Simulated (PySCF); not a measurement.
FH3OSi, SMILES F[SiH2]O.

Coordinates come from a B3LYP-D3(BJ)/def2-TZVP optimisation. A frequency run showed that this geometry is not a minimum. Other conformers were not sampled.

The numbers are results of PySCF with CAM-B3LYP/def2-TZVPD, not measurements.

Symmetry labels are those of the subgroup Cs that the program uses (full group Cs).

Computed valence orbital energies around the gap with their symmetry:
```csv
orbital,symmetry,energy (eV)
HOMO−7,A',-18.15
HOMO−6,A',-16.13
HOMO−5,A',-14.54
HOMO−4,A",-14.51
HOMO−3,A',-13.35
HOMO−2,A",-12.35
HOMO−1,A',-12.20
HOMO,A",-10.46
LUMO,A',0.51
LUMO+1,A',1.01
LUMO+2,A',1.37
LUMO+3,A',1.93
```
